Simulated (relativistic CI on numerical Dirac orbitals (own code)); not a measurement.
Mg V: from the plainest model towards the measured levels

Calculated with a relativistic CI code on KLI orbitals (one set per configuration, finite nucleus), adding one ingredient at a time: step 1, Dirac-Coulomb, each configuration alone; step 2, with Breit and QED terms; step 3, with configuration mixing; step 4, with scaled Slater integrals (0.85); step 5, with a P86 correlation estimate; step 6, tied to the ionisation limit. P86 is a density functional for the correlation energy, evaluated here for each configuration and added to its levels. Step 6 is semi-empirical: configurations made of the next ion and one excited electron move by -283 cm⁻¹, so that their limit matches the tabulated ionisation energy, and those with a non-penetrating f or g electron also take the P86 value of the least penetrating other one.

Configuration list (outside the closed core 1s2): 2s²2p⁴, 2s2p⁵, 2p⁶, 2s²2p³3s, 2s²2p³3d, 2s²2p³4s, 2s2p⁴3s, 2s²2p³4d, 2s²2p³3p, 2p⁵3s, 2p⁵3p, 2s²2p³4p, 2s²2p³4f, 2p⁵3d, 2s2p⁴3p, 2s²2p²3s², 2s²2p3s²3d, 2s²2p3s²4s, 2s²2p3s²4d.

Computed minus measured energy above the ground level, in cm⁻¹, for 19 of the 51 excited levels that pair in every step (one J of a term; a digit in brackets numbers repeated terms):

| Configuration | Term | J | Measured | Step 1 | Step 2 | Step 3 | Step 4 | Step 5 | Step 6 |
| --- | --- | --- | --- | --- | --- | --- | --- | --- | --- |
| 2s²2p⁴ | 3P | 1 | 1783 | 10 | -15 | -16 | -11 | -11 | -11 |
| 2s²2p⁴ | 1D | 2 | 35926 | 2067 | 2012 | 2693 | -2848 | -2853 | -2853 |
| 2s²2p⁴ | 1S | 0 | 77279 | 16295 | 16400 | -2634 | -10958 | -10899 | -10899 |
| 2s2p⁵ | 3P° | 2 | 283212 | 9583 | 9440 | 5196 | 8303 | 9819 | 9818 |
| 2s2p⁵ | 1P° | 1 | 397482 | 22179 | 22017 | 15618 | 644 | 2178 | 2176 |
| 2s²2p³3s | 3S° | 1 | 684541 | -7230 | -7393 | -8513 | -3614 | 2947 | 2666 |
| 2s²2p³3s | 3D° | 3 | 727742 | -4504 | -4785 | -6445 | -8266 | -1704 | -1985 |
| 2s²2p³3s | 1D° | 2 | 735546 | -4026 | -4230 | -5423 | -8657 | -2097 | -2379 |
| 2s²2p³3d | 1D° | 2 | 877611 | -2781 | -3049 | -5958 | -9038 | -2021 | -2302 |
| 2s²2p³3d | 3S° | 1 | 879515 | -4770 | -5038 | -5865 | -9620 | -2611 | -2893 |
| 2s²2p³3d | 1F° | 3 | 882791 | -1480 | -1763 | -2802 | -7592 | -582 | -863 |
| 2s²2p³4s | 3S° | 1 | 910750 | -10727 | -10935 | -10429 | -4815 | 2874 | 2592 |
| 2s2p⁴3s | 3P | 2 | 940449 | -6254 | -6603 | -5121 | 1631 | 9664 | 9646 |
| 2s²2p³4s | 3D° | 3 | 962075 | -7500 | -7823 | -7516 | -10197 | -2478 | -2759 |
| 2s²2p³4s | 1D° | 2 | 964836 | -7573 | -7824 | -7237 | -10284 | -2598 | -2880 |
| 2s²2p³4d | 3D° | 3 | 1013839 | -7224 | -7538 | -6636 | -9318 | -1829 | -2107 |
| 2s²2p³4d | 1D° | 2 | 1018430 | -6576 | -6853 | -5565 | -9062 | -1635 | -1910 |
| 2s²2p³4d | 1F° | 3 | 1019500 | -5503 | -5784 | -4414 | -8220 | -744 | -1025 |
| 2s2p⁴3s | 3D | 1 | 1020345 | -1893 | -2227 | 4357 | -2331 | 5699 | 5655 |

Mean absolute errors in cm⁻¹, over all paired levels and for the configurations:

```csv
"Configuration, levels",Step 1,Step 2,Step 3,Step 4,Step 5,Step 6
"all, 51",6097,6233,6404,7794,4255,4398
"2s²2p⁴, 4",4613,4608,1341,3461,3447,3447
"2s2p⁵, 4",12777,12576,7793,6379,7900,7898
"2s²2p³3s, 9",5330,5390,8121,10353,4426,4643
"2s²2p³3d, 18",5212,5354,6573,8996,3600,3786
"2s²2p³4s, 5",8212,8440,8042,9136,2585,2754
"2s2p⁴3s, 6",4078,4446,4740,1999,7676,7644
"2s²2p³4d, 5",6810,7074,6004,9074,1597,1874
```

Measured levels: NIST levels in Kelleher and Podobedova, J. Phys. Chem. Ref. Data 37, 267 (2008).

The mean absolute error is lowest at step 5 (4255 cm⁻¹), and the largest single drop is from step 4 to 5 (7794 to 4255). Terms of the ground configuration are off by 4613 at first, 1341 with mixing and 3461 after scaling, which overcorrects here, since the mixing already narrows the term splittings. The Breit and QED terms change the top of the ground term (measured 2522) from 2603 to 2517. Mixing lowers the ground level by 831; relative to it the configurations that move most are 2s²2p³3s by -7749, 2s2p⁵ by -4783, 2s²2p³3d by -4082. The P86 estimate moves 2s2p⁴3s by +8031, 2s²2p³4s by +7701, 2s²2p³4d by +7477, and takes the mean absolute error of the excited configurations from 8163 to 4323. Step 6 takes that error from 4323 to 4479.
